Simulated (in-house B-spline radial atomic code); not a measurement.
Computed with a B-spline radial atomic code. Model: two electrons, singlet ground state, non-relativistic, full CI in B-splines with partial waves to l = 8 (at full coupling up to 3e-4 hartree above the limit, correlation up to 0.6 % small), density held at that of full coupling by Lieb maximisation.

Along the adiabatic connection the electron repulsion is scaled by a coupling λ while a local potential keeps the density fixed. At λ = 0 the system is the Kohn-Sham one and W equals the exchange energy; the exchange-correlation energy is the area under W between 0 and 1. The kinetic energy rises with λ as the electrons avoid each other, with dT/dλ = −λ dW/dλ.

Command:
```bash
python run_ac.py task.json out
```
Settings (lengths in bohr, energies in hartree):
```
potential              gauss
strength               4.88
lmax                   8
second                 2.05
```

Time taken, with all properties: 11 s on 1 thread of Intel(R) Xeon(R) Processor @ 2.30GHz, on a shared host.

**W = mean repulsion less Hartree energy, and W of three functionals.**

Given: confinement Gaussian well; well depth 4.88 hartree; well width 2.05 bohr; external potential -V exp(-r^2/w^2).

Computed: LDA exchange minus exact 119.96 millihartree; SCAN exchange minus exact 3.8351 millihartree.

| coupling | W xc (hartree) | W xc minus exchange (millihartree) | kinetic minus Kohn-Sham (millihartree) | LDA (PW92) W minus its exchange (millihartree) | PBE W minus its exchange (millihartree) | SCAN W minus its exchange (millihartree) |
| --- | --- | --- | --- | --- | --- | --- |
| 0 | -0.82048 | 0 | 0 | 0 | 0 | 0 |
| 0.02 | ? | ? | ? | ? | ? | ? |
| 0.05 | -0.82527 | -4.796 | 0.12 | -23.3 | -7.5 | -4.63 |
| 0.12 | ? | ? | ? | ? | ? | ? |
| 0.25 | -0.84316 | -22.686 | 2.77 | -72.76 | -32.96 | -21.47 |
| 0.4 | -0.85534 | -34.866 | 6.71 | -98.21 | -48.99 | -32.82 |
| 0.6 | -0.87013 | -49.654 | 14.08 | -125.34 | -67.65 | -46.62 |
| 0.8 | -0.88346 | -62.981 | 23.39 | -147.64 | -83.97 | -59.13 |
| 1 | -0.89551 | -75.033 | 34.22 | -166.65 | -98.48 | -70.56 |
| 1.4 | -0.91641 | -95.938 | 59.17 | -197.94 | -123.39 | -90.73 |
| 2 | -0.94156 | -121.08 | 101.6 | -233.99 | -153.37 | -115.74 |
| 3 | -0.97228 | -151.8 | 177.46 | -277.28 | -190.81 | -147.64 |
| 4.5 | -1.003 | -182.54 | 291.01 | -321.28 | -230.08 | -181.1 |
| 7 | -1.0341 | -213.67 | 466.49 | -367.95 | -272.72 | -216.03 |
| 10 | -1.0565 | -236.04 | 653.92 | -403.5 | -305.72 | -240.84 |

**Question.** What belongs in the row 0.02?

**Answer.** W xc (hartree): -0.82241; W xc minus exchange (millihartree): -1.935; kinetic minus Kohn-Sham (millihartree): 0.02; LDA (PW92) W minus its exchange (millihartree): -11.48; PBE W minus its exchange (millihartree): -3.08; SCAN W minus its exchange (millihartree): -1.88.

**Question.** What belongs in the row 0.12?

**Answer.** W xc (hartree): -0.83176; W xc minus exchange (millihartree): -11.286; kinetic minus Kohn-Sham (millihartree): 0.67; LDA (PW92) W minus its exchange (millihartree): -44.13; PBE W minus its exchange (millihartree): -17.1; SCAN W minus its exchange (millihartree): -10.78.

**Question.** What is the PBE exchange minus exact?

**Answer.** 34.203 millihartree.

**Energy parts, natural occupations and partial-wave weights.**

Computed: exchange energy -0.82048 hartree; correlation energy -0.040816 hartree; kinetic part of the DFT correlation energy 0.034217 hartree; kinetic part over minus potential part 0.45603; Hartree energy 1.641 hartree; Kohn-Sham kinetic 1.5651 hartree; Lieb Oxford ratio E_xc over LDA exchange 1.2295.

| natural | occupation of the shell (electrons) |
| --- | --- |
| s | 1.9773 |
| p | 0.020129 |
| s | 0.001537 |
| d | ? |
| p | 0.00017533 |
| f | 8.2292e-05 |

**Question.** What belongs in the row d?

**Answer.** occupation of the shell (electrons): 0.00067381.

```json
{"wave": "s", "weight": "0.98943"}
{"wave": "p", "weight": "?"}
{"wave": "d", "weight": "0.00035437"}
{"wave": "f", "weight": "4.5868e-05"}
{"wave": "g", "weight": "1.021e-05"}
```

**Question.** What belongs in the row p?

**Answer.** weight: 0.010158.

**Question.** What is the total energy?

**Answer.** -4.8399 hartree.

**Question.** What is the initial slope twice GL2?

**Answer.** -0.097278 hartree.

Half-way to full coupling W has made 56 % of its drop, against 50 % for a straight line, and second-order (GL2) theory, half the initial slope, overshoots the correlation energy by about 19 %: a moderate bend, as in light atoms. Over couplings 0 to 1 the errors in E_xc come to about +56 millihartree for LDA, +19 millihartree for PBE, +6.2 millihartree for SCAN, so SCAN is nearest. In LDA and PBE the errors of exchange and correlation have opposite signs, so the sum is smaller than the larger of the two.
